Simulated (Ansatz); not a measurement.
(Cl)2Si(OSiH2)2O (Si3Cl2O3H4), relaxed as a singlet with RKS PBE-D4/def2-SVP in Ansatz, starting from the GFN2-xTB geometry. Force threshold 0.02 eV/Å.

Start:

```xyz
12

Si   -1.252    0.078    1.043
Cl   -2.725    1.392    0.852
Cl   -1.419   -1.138    2.603
O     0.132    0.895    1.191
Si    1.467    0.928    0.246
O     1.206   -0.071   -1.009
Si   -0.048   -1.015   -1.428
O    -1.212   -0.826   -0.295
H     2.530    0.358    1.052
H     1.546    2.278   -0.276
H     0.384   -2.396   -1.322
H    -0.607   -0.484   -2.656
```

```
step  energy (eV)  largest force component (eV/Å)  SCF passes
   1  -54845.0030                           1.668          17
   2  -54845.5071                           0.867          19
   3  -54845.5648                           0.568          19
   4  -54845.5837                           0.031          20
   5  -54845.5838                           0.002          14
```

Force components are those of the run's own axes.

End:

```
atom    x (Å)    y (Å)    z (Å)
 Si1  -1.2979   0.0805   1.0805
 Cl2  -2.8632   1.4012   0.9656
 Cl3  -1.5553  -1.1301   2.7163
  O4   0.1246   0.9178   1.2283
 Si5   1.5058   0.9563   0.2584
  O6   1.2432  -0.0743  -1.0382
 Si7  -0.0550  -1.0454  -1.4672
  O8  -1.2514  -0.8454  -0.2932
  H9   2.6710   0.4708   1.0600
 H10   1.7056   2.3519  -0.2401
 H11   0.3711  -2.4787  -1.4816
 H12  -0.5985  -0.6047  -2.7887
```

By distances, no bond broke or formed. The bond that changes most is Si1–Cl2, from 1.98 to 2.05 Å (atoms count from 1).

No frequencies were taken in this run, so the end may be a saddle point.

It took 11 s on 2 threads of AMD EPYC 7R13 on a shared host.
